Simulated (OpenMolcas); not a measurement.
**Computed transition rates of Ar3+**

```yaml
Program: OpenMolcas 26.06
Method: CASSCF
Basis: ANO-RCC-VQZP [6s5p3d2f1g]
Scalar_Hamiltonian: DKH2, point nucleus
Active_space: 3 electrons in 3 orbitals (3p)
State_averaging: 2S+1 = 4 odd, 1 root; 2S+1 = 2 odd, 8 roots
Spin-orbit_coupling: state interaction with AMFI integrals over the reference wave functions, term energies averaged over their components
```

Rates come from the transition moments of the reference wave functions (E1 and E2 in the length form). At fixed line strength A goes as λ^-3 for E1 and M1 and as λ^-5 for E2, so a rate at the computed wavelength can be rescaled to the measured one. Measured vacuum wavelengths follow from level energies in Saloman, J. Phys. Chem. Ref. Data 39, 033101 (2010). Branching counts decays inside the model space alone, at computed energies, and the table is only a selection of the E2 and M1 lines, drawn from those between levels with measured partners whose computed energy lies within a factor of 1.5 of the measured one.

```tsv
Upper	Lower	Type	λ computed (nm)	λ measured (nm)	A computed (s-1)	A rescaled (s-1)	Branching %
3s2 3p3 2P* 1/2	3s2 3p3 2D* 5/2	E2	578.8	733.4	4.36e-01	1.33e-01	16.9
3s2 3p3 2P* 1/2	3s2 3p3 2D* 3/2	E2	575.8	726.5	6.68e-01	2.09e-01	25.8
3s2 3p3 2P* 1/2	3s2 3p3 2D* 3/2	M1	575.8	726.5	4.90e-01		18.9
3s2 3p3 2P* 3/2	3s2 3p3 2D* 5/2	E2	574.9	724	7.86e-01	2.48e-01	16.3
3s2 3p3 2P* 3/2	3s2 3p3 2D* 5/2	M1	574.9	724	4.44e-01		9.2
3s2 3p3 2P* 3/2	3s2 3p3 2D* 3/2	M1	571.9	717.3	7.99e-01		16.6
3s2 3p3 2P* 3/2	3s2 3p3 2D* 3/2	E2	571.9	717.3	3.40e-01	1.10e-01	7.1
3s2 3p3 2D* 3/2	3s2 3p3 4S* 3/2	M1	383.7	474.1	1.34e-02		88.7
3s2 3p3 2D* 3/2	3s2 3p3 4S* 3/2	E2	383.7	474.1	1.72e-03		11.3
3s2 3p3 2D* 5/2	3s2 3p3 4S* 3/2	E2	382.4	471.3	2.71e-03		89.8
3s2 3p3 2D* 5/2	3s2 3p3 4S* 3/2	M1	382.4	471.3	3.00e-04		9.9
3s2 3p3 2P* 1/2	3s2 3p3 4S* 3/2	M1	230.3	286.9	9.92e-01		38.4
3s2 3p3 2P* 3/2	3s2 3p3 4S* 3/2	M1	229.6	285.5	2.45e+00		50.9
```

Spin-changing lines and M1 lines between different terms are not rescaled, since their strength hangs on the term gaps too.

The largest correction is for 3s2 3p3 2P* 1/2 → 3s2 3p3 2D* 5/2 (E2): 4.36e-01 × (578.8 / 733.4)^5 = 1.33e-01 s-1, a factor of 0.31.

No measured rate stands beside these. Rescaling mends the energy factor alone: line strengths can still be far off where a level mixes with configurations outside the active space, and weak or spin-changing lines hang on small mixing coefficients that depend on the term gaps too, so rescaling need not improve them.

With the s shell closed, the reference lacks s² → p² mixing. Computed and measured levels are paired by configuration, term and J; levels that our copy of the source lacks, or whose pairing is in doubt (as where it misses far off the trend of its configuration), stay unpaired. Only configurations of the active space appear.

* marks odd parity.
